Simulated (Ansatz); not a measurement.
C2H7AlAsB, 12 atoms. Charge 0, multiplicity 1. Correlated methods include outer-core shells of As, which these sets cover unevenly. Scalar relativity is left out up to krypton. All runs use 4 threads of a server CPU on a shared host. Correlated methods freeze the cores.

(1) Give the basis size and wall time and peak host memory of each of these runs in Ansatz. RKS HSE06 (plane-wave form)-D4/def2-TZVPP energy; RKS ωB97M-V/def2-SVP energy; RKS B3LYP-D4/def2-TZVPP energy and forces; RKS ωB97M-V/def2-QZVPP energy; RKS r2SCANh-D4/def2-TZVPP energy; RHF-MP2/def2-QZVPP energy; RHF-CCSD(T)/def2-SVP energy; RHF-CCSD(T)/def2-TZVPP energy; RKS PBE0-D4/def2-TZVP frequencies; RKS PBE0-D4/def2-SVP energy; RKS PBE0-D4/def2-TZVP relaxation (8 steps); RKS PBE0-D4/def2-QZVPP energy. (Best estimate.)

Results:

(1) Ansatz gave: Other jobs shared the machine, so times are rough.

```tsv
level	job	functions	wall time	peak host memory (GiB)
RKS PBE0-D4/def2-SVP	energy	127	2.4 s	0.31
RKS ωB97M-V/def2-SVP	energy	127	7 s	0.46
RKS HSE06 (plane-wave form)-D4/def2-TZVPP	energy	281	7 s	0.97
RKS r2SCANh-D4/def2-TZVPP	energy	281	7.5 s	0.93
RKS B3LYP-D4/def2-TZVPP	energy and forces	281	9.5 s	1
RHF-CCSD(T)/def2-SVP	energy	127	12 s	0.75
RKS PBE0-D4/def2-QZVPP	energy	540	17 s	2.6
RKS ωB97M-V/def2-QZVPP	energy	540	31 s	2.9
RHF-MP2/def2-QZVPP	energy	540	47 s	4.4
RKS PBE0-D4/def2-TZVP	relaxation (8 steps)	220	53 s	0.74
RHF-CCSD(T)/def2-TZVPP	energy	281	5 min	7.9
RKS PBE0-D4/def2-TZVP	frequencies	220	5.1 min	0.76
```

B3LYP here is the variant with VWN-RPA as its local correlation; programs differ in this.
